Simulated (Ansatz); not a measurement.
A nudged elastic band was laid between two geometries of AlFH5NO2 (10 atoms, charge 0, multiplicity 1).

All numbers below come from RKS BLYP-D4/def2-SVP in Ansatz 0.2.0.

```json
{"movable images": "5", "climbing image": "yes", "spring": "5.0 eV/Å²", "optimiser": "quadratic models (default)", "start path": "through a guess of the saddle point", "force threshold": "0.05 eV/Å", "iteration limit": "60", "end points": "relaxed"}
```

Image 0:

```xyz
10
Properties=species:S:1:pos:R:3
Al -0.187 0.115 0.441
O -0.534 -0.417 2.062
H -0.230 -1.277 2.390
F 1.310 -0.375 -0.195
O -1.474 0.388 -0.698
H -1.922 -0.346 -1.145
N 0.082 2.086 0.831
H 1.017 2.442 0.586
H -0.622 2.622 0.302
H -0.070 2.241 1.839
```

Image 6:

```xyz
10
Properties=species:S:1:pos:R:3
Al -0.028 0.401 0.109
O -0.094 -0.059 2.046
H -0.986 -0.369 2.311
F 1.340 -0.340 -0.544
O -1.616 -0.052 -0.403
H -1.774 -0.643 -1.157
N 0.142 2.137 0.736
H 1.048 2.617 0.674
H -0.585 2.822 0.500
H -0.080 0.964 2.141
```

(1) Which bonds break or form, and what moves?

(2) Give the energies along the band, and the barrier.

(3) What is the geometry of the highest image?

(4) What are the harmonic wavenumbers there?

The band took 19 iterations and roughly 2.7 core-minutes.

## Answers

(1) Bonds broken: N7–H10. Bonds formed: O2–H10.

(2) The run converged. The highest image is number 5 of 0 to 6, 0.87 eV above the first end and 0.03 eV above the last; the last end lies 0.84 eV above the first. A vibrational analysis at the climbing image gives one clearly imaginary mode, 570i cm⁻¹: a first-order saddle point. The orbitals stay closed-shell, which can raise the energy where a bond breaks towards radicals; this wasn't checked here.

| image | path coordinate (Å) | energy (eV) | N7–H10 (Å) | O2–H10 (Å) |
| --- | --- | --- | --- | --- |
| 0 | 0.00 | 0.00 | 1.03 | 2.71 |
| 1 | 0.50 | 0.00 | 1.03 | 2.61 |
| 2 | 1.00 | 0.02 | 1.03 | 2.38 |
| 3 | 1.50 | 0.10 | 1.04 | 2.10 |
| 4 | 2.01 | 0.34 | 1.09 | 1.67 |
| 5 | 2.51 | 0.87 | 1.49 | 1.14 |
| 6 | 2.91 | 0.84 | 1.84 | 1.03 |

(3) 
```xyz
10
Properties=species:S:1:pos:R:3
Al -0.062 0.308 0.131
O -0.091 -0.013 2.029
H -0.919 -0.329 2.440
F 1.324 -0.362 -0.556
O -1.630 -0.042 -0.494
H -1.767 -0.602 -1.275
N 0.132 2.074 0.813
H 1.035 2.559 0.750
H -0.608 2.762 0.628
H -0.045 1.124 1.947
```

(4) 570i, 106, 184, 205, 212, 272, 338, 448, 463, 588, 630, 650, 680, 706, 808, 870, 905, 1443, 1501, 1902, 3418, 3498, 3696, 3788 cm⁻¹.

Time of the run: 84 s on 2 threads of Intel(R) Xeon(R) 6975P-C (Granite Rapids) (shared host), peak memory 0.16 GiB.
